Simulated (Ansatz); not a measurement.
Species: CH8Si3, SMILES `C1[SiH2][SiH2][SiH2]1` (charge 0, multiplicity 1).

Question: Give a relaxed geometry from PBE0-D3(BJ)/def2-TZVP (Ansatz, a quantum-chemistry and plane-wave program).

Answer: the end point of this relaxation (outside a Z-matrix the atoms follow the SMILES, hydrogens last).
Z-matrix (Å, degrees):
```
C
H 1 1.0922
H 1 1.0922 2 107.52
Si 1 1.9035 2 112.37 3 124.14
H 4 1.4898 1 112.58 2 0.64
H 4 1.4898 5 108.11 1 125.03
Si 1 1.9035 2 112.37 3 -124.14
H 7 1.4898 1 112.58 2 -0.64
H 7 1.4898 8 108.11 1 -125.03
Si 7 2.3570 8 115.51 9 -131.21
H 10 1.4881 7 117.07 8 -2.46
H 10 1.4881 11 109.25 7 -136.04
```
